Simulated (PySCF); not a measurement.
Ni(OH)2 (H₂NiO₂), SMILES [OH][Ni][OH] (connectivity only; charge and spin as stated), neutral, multiplicity 3. Atoms are numbered in the order given.

```xyz
5

Ni     0.0000     0.0000     0.0205
O      0.0000     1.7440    -0.1196
H      0.0000     2.2893     0.6689
O      0.0000    -1.7440    -0.1196
H      0.0000    -2.2893     0.6689
```
Charge 0, spin multiplicity 3.

The structure is a stationary point at PBE0-D3(BJ)/def2-TZVP. The multiplicity is an assumed one; other spin states were not compared. One conformer was computed; it need not be the lowest.

Computed with B3LYP/def2-TZVPD (PySCF).

Mulliken values depend strongly on the basis, most of all with diffuse functions as here. ESP charges are fitted to the potential on shells at 1.4 to 2.0 van der Waals radii. Atomic charges (e):

```json
[
 {"atom": "Ni1", "ESP fit": "0.72", "Mulliken": "0.75", "Mulliken spin": "1.71"},
 {"atom": "O2", "ESP fit": "-0.67", "Mulliken": "-0.65", "Mulliken spin": "0.15"},
 {"atom": "H3", "ESP fit": "0.31", "Mulliken": "0.28", "Mulliken spin": "0.00"},
 {"atom": "O4", "ESP fit": "-0.67", "Mulliken": "-0.65", "Mulliken spin": "0.15"},
 {"atom": "H5", "ESP fit": "0.31", "Mulliken": "0.28", "Mulliken spin": "0.00"}
]
```
